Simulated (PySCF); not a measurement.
# Two-component Hartree-Fock for N⁴⁺ (nitrogen, charge +4)

Start: [He] 2s1; 2s1/2 filled at m_j = +1/2. Calculated with PySCF 2.14 in x2c-TZVPPall-2c (5s3p2d1f, 31 functions): generalised Hartree-Fock with the X2C-1e Hamiltonian and a Gaussian nucleus; one run each with spin-orbit coupling (SO) switched off, then screened by Boettger's factors.

```
spinor shell  electrons  ε, spin-free (eV)  ε, screened SO (eV)  weight of nominal j (screened SO)  rms radius, screened SO (bohr)
       1s1/2          2            -521.58              -521.58                              1.000                           0.263
       2s1/2          1            -97.751              -97.751                              1.000                            1.14
```

| quantity | spin-free | screened SO |
| --- | --- | --- |
| E (hartree) | -48.35351 | -48.35351 |
| M_J | 1/2 | 1/2 |
| ⟨J²⟩ | 0.750 | 0.750 |
| ⟨L²⟩ | 0.000 | 0.000 |
| ⟨S²⟩ | 0.750 | 0.750 |

Each row is a mean over spinors that exchange with the open shell spreads, by up to 2.914 eV (1s1/2).

Without spin-orbit coupling the j labels of p, d and f shells carry no meaning; the spin-free column gives the mean over the occupied spinors of each nl shell.
